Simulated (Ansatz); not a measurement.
Saddle point of GaAsH6O, closed shell (GaH₃O ([OH][GaH2]) + AsH₃ → GaAsH₄ ([GaH2][AsH2]) + H₂O (still joined by a long Ga–O bond); bonds formed: O2–H5; dative contacts that become bonds: Ga1–As6; bonds broken: H5–As6; bonds weakened to dative contacts: Ga1–O2), PBE0-D4/def2-TZVP structure:

```csv
atom,x (Å),y (Å),z (Å)
Ga1,-0.3146,1.0766,-0.7336
O2,1.3688,0.1409,-0.7323
H3,-1.2446,0.6110,-1.8962
H4,-0.1898,2.4385,0.0036
H5,0.5769,-0.4545,0.2274
As6,-0.8835,-0.6155,1.2421
H7,1.4871,-0.4634,-1.4719
H8,0.0456,-0.6403,2.4320
H9,-0.8458,-2.0933,0.9290
```

Energies are electronic, without zero-point energy. Barriers and step energies count from the start structure reached by relaxing down the imaginary mode; all methods use the PBE0-D4 structures, on which another method's saddle can fall below an end. Ansatz 0.2.0; basis: def2-TZVPP, with def2-QZVPP for the basis limit; cores frozen in the correlated methods. Filled d shells of the heavier atoms are correlated. The def2 sets are not built for correlating such inner shells, so the correlated values are less sure here. B3LYP uses VWN-RPA correlation. Extrapolation: Hartree–Fock as exp(−7.88 √X), correlation as X^−2.97.

```json
{"method": "SPW92", "barrier (kcal/mol)": "?", "step energy (kcal/mol)": "-7.03"}
{"method": "PBE-D4", "barrier (kcal/mol)": "17.26", "step energy (kcal/mol)": "-5.77"}
{"method": "BLYP-D4", "barrier (kcal/mol)": "20.71", "step energy (kcal/mol)": "-3.76"}
{"method": "r2SCAN-D4", "barrier (kcal/mol)": "19.41", "step energy (kcal/mol)": "-5.37"}
{"method": "B97M-V", "barrier (kcal/mol)": "24.25", "step energy (kcal/mol)": "-3.72"}
{"method": "PBE0-D4", "barrier (kcal/mol)": "20.55", "step energy (kcal/mol)": "-6.45"}
{"method": "B3LYP-D4", "barrier (kcal/mol)": "23.04", "step energy (kcal/mol)": "-4.51"}
{"method": "r2SCAN0-D4", "barrier (kcal/mol)": "?", "step energy (kcal/mol)": "-6.30"}
{"method": "BHLYP-D4", "barrier (kcal/mol)": "27.30", "step energy (kcal/mol)": "-4.79"}
{"method": "CAM-B3LYP-D4", "barrier (kcal/mol)": "24.47", "step energy (kcal/mol)": "-3.92"}
{"method": "wB97X-V", "barrier (kcal/mol)": "?", "step energy (kcal/mol)": "-4.10"}
{"method": "wB97M-V", "barrier (kcal/mol)": "23.52", "step energy (kcal/mol)": "-6.06"}
{"method": "B2PLYP", "barrier (kcal/mol)": "23.63", "step energy (kcal/mol)": "-4.22"}
{"method": "PBE-QIDH", "barrier (kcal/mol)": "22.91", "step energy (kcal/mol)": "-5.73"}
{"method": "RPA on PBE", "barrier (kcal/mol)": "24.08", "step energy (kcal/mol)": "-3.80"}
{"method": "HF", "barrier (kcal/mol)": "36.91", "step energy (kcal/mol)": "-3.66"}
{"method": "MP2", "barrier (kcal/mol)": "22.44", "step energy (kcal/mol)": "-4.63"}
{"method": "CCSD", "barrier (kcal/mol)": "26.57", "step energy (kcal/mol)": "-4.67"}
{"method": "CCSD(T)", "barrier (kcal/mol)": "24.23", "step energy (kcal/mol)": "-4.79"}
```

(1) Fill in the withheld barriers. (Judge from chemistry; the value comes from the calculation.)

No T1 diagnostic of these runs exceeds 0.013.

Results:

(1) Computed: SPW92 12.34; r2SCAN0-D4 21.72; wB97X-V 24.99 kcal/mol. Each is the energy of the saddle less that of the start structure, by the same method.

For comparison, the barrier by CCSD(T) at an estimated basis limit (MP2 extrapolated from triple and quadruple zeta, plus CCSD(T) − MP2 in triple zeta) is 23.04 kcal/mol.

Labels in which every atom is bracketed show which atoms are joined, not bond orders.

For scale, one of the runs: CCSD(T)/def2-TZVPP, 211 basis functions, launched by `ansatz run in.yaml --threads 4 --pin off --events-out ev --progress --plain --max-ram 9574MiB`. Time: 2.2 min of wall clock on 4 CPU threads of an Arm Neoverse V1; the host was shared. Peak host memory: 3 GiB.
